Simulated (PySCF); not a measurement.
Gas-phase reaction: In₂O + 2 FO → 2 InF + 3 O

Computed with PySCF (xtb for GFN2) and rigid-rotor harmonic-oscillator thermochemistry at 1 bar. † marks an energy on the PBE0/def2-TZVP geometry and frequencies; other levels use their own. CCSD(T) freezes the core. Open shells (unrestricted): FO (multiplicity 2), O (multiplicity 3); the rest are closed-shell singlets. GFN2 has no spin-polarisation term. Spin-orbit splitting is ignored; it lowers the true energy and changes the entropy of FO, O. B3LYP is the form with VWN-RPA correlation. In: scalar-relativistic def2 core potential, no spin-orbit coupling. CCSD(T) isn't extrapolated to the basis-set limit. Warning, large T1 diagnostic: In₂O (CCSD(T)/def2-TZVPP†).

| level | ΔH°(298 K), kJ |
|---|---|
| B3LYP/def2-TZVP† | 147 |
| BLYP/def2-TZVP† | (withheld) |
| CCSD(T)/def2-SVP† | (withheld) |
| CCSD(T)/def2-TZVPP† | (withheld) |
| GFN2-xTB | 898 |
| PBE0/def2-SVP† | 173 |
| r2SCAN/def2-TZVP† | (withheld) |
| ωB97M-V/def2-TZVP† | 152 |

Problem. Complete the blanks.

Solution. 
- BLYP/def2-TZVP†, ΔH°(298 K), kJ: 231
- CCSD(T)/def2-SVP†, ΔH°(298 K), kJ: 64
- CCSD(T)/def2-TZVPP†, ΔH°(298 K), kJ: 102
- r2SCAN/def2-TZVP†, ΔH°(298 K), kJ: 185
